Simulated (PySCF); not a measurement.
Simulated absorption spectrum

Species: C2H9OPSi2.
SMILES: `O[Si@@H]1CC[SiH2]P1`

Computed with TDDFT CAM-B3LYP/def2-SVPD, vertical, gas phase, core orbitals frozen in the response in PySCF. One conformer (not necessarily the lowest) at the PBE0-D3(BJ)/def2-SVP geometry, without solvent, vibrations or thermal averaging.

Each state is given a Gaussian of 0.3 eV full width at half maximum, with ε(max) = 2.175×10⁸ f / Δν̃ (Δν̃ the width in cm⁻¹). The cross-section is σ = 3.8235×10⁻²¹ ε cm², given in Mb (10⁻¹⁸ cm²). The width is an assumption, not a result. The curve ends short of the highest state used, and states not computed would add to its high-energy end.

(E (eV), σ (Mb)): (5.44, 0.00), (5.48, 0.01), (5.52, 0.02), (5.56, 0.06), (5.60, 0.12), (5.63, 0.20), (5.67, 0.35), (5.71, 0.58), (5.75, 0.86), (5.79, 1.15), (5.83, 1.40), (5.87, 1.57), (5.91, 1.63), (5.95, 1.63), (5.99, 1.65), (6.03, 1.80), (6.07, 2.16), (6.11, 2.74), (6.14, 3.26), (6.18, 3.95), (6.22, 4.44), (6.26, 4.57), (6.30, 4.29), (6.34, 3.68), (6.38, 2.92), (6.42, 2.24), (6.46, 1.84), (6.50, 1.92), (6.54, 2.61), (6.58, 4.08)

(1) Locate the maxima and give the states behind the curve.

(2) On this curve, what absorbance would a 10⁻³ mol/L sample give at 222 nm over a 1 cm path?

(3) Coming from long wavelengths, where does ε first pass 100 L mol⁻¹ cm⁻¹?

Answers

(1) 209 nm (5.92 eV), ε about 430, made up of S1 (90%) (hardly more than a shoulder); 198 nm (6.25 eV), ε about 1200, made up of S2 (99%) (ε in L mol⁻¹ cm⁻¹; maxima over ε = 5, shares over 10%). At its high-energy end, 6.58 eV, the curve is still rising (ε about 1100, from S3 and S4). The states used: S1 5.89 eV (f 0.0045); S2 6.25 eV (f 0.013); S3 6.65 eV (f 0.0024); S4 6.82 eV (f 0.053); S5 7.06 eV (f 0.135); S6 7.18 eV (f 0.062).

(2) 222 nm is 5.585 eV, where ε is about 24 L mol⁻¹ cm⁻¹, so A = ε c l ≈ 0.024 (Beer–Lambert, with the gas-phase spectrum and the assumed width).

(3) At about 218 nm (5.68 eV), 0.21 eV below S1.

On one thread, INTEL XEON PLATINUM 8581C at 2.30 GHz (x86_64), no GPU, shared host, this took 32 s (with the writing of density and orbital grids) and 1.0 GiB of memory at its peak.

Without π bonds the low states are Rydberg-like; a valence basis with one diffuse set may place them up to an eV too high.
